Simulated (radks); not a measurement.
Task: Br V, configuration [Ar] 3d10 4s2 4p0.5 4d0.5 (fractional occupations, a model configuration). Calculated with a radial shooting solver on a logarithmic mesh with Libxc functionals: Dirac Kohn-Sham, RPBE, spin-unpolarised, spherical densities, finite nucleus; open shells fill j = l - 1/2 first; Fermi nuclear charge, rms radius 4.1629 fm. Some entries of the table are withheld. Estimate them.

| orbital | occ. | eigenvalue (hartree) | <1/r> (bohr^-1) | r(max) (bohr) |
|---|---|---|---|---|
| 1s1/2 | 2 | -491.4059 | 35.67 | 0.02791 |
| 2s1/2 | 2 | -65.73268 | 7.958 | 0.1592 |
| 2p1/2 | 2 | -59.39168 | 7.923 | 0.1252 |
| 2p3/2 | 4 | -57.64544 | 7.663 | 0.1285 |
| 3s1/2 | 2 | -10.79185 | 2.608 | 0.4840 |
| 3p1/2 | 2 | -8.58522 | 2.491 | 0.4753 |
| 3p3/2 | 4 | -8.33347 | 2.429 | 0.4839 |
| 3d3/2 | 4 | -4.50714 | 2.174 | 0.4291 |
| 3d5/2 | 6 | -4.46685 | 2.158 | 0.4318 |
| 4s1/2 | 2 | -2.50254 | 0.8901 | 1.346 |
| 4p1/2 | 0.5 | -1.96791 | 0.7908 | 1.480 |
| 4p3/2 | 0 | -1.93752 | 0.7780 | 1.502 |
| 4d3/2 | 0.5 | -1.17752 | 0.5820 | 1.933 |
| 4d5/2 | 0 | -1.17413 | 0.5801 | 1.941 |
| 5s1/2 | 0 | -1.03733 | 0.4143 | 3.112 |
| 5p1/2 | 0 | (1) | (2) | 3.468 |
| 5p3/2 | 0 | (3) | (4) | 3.502 |

Result: 
(1) 5p1/2 eigenvalue (hartree): -0.86887
(2) 5p1/2 <1/r> (bohr^-1): 0.3754
(3) 5p3/2 eigenvalue (hartree): -0.86023
(4) 5p3/2 <1/r> (bohr^-1): 0.3717
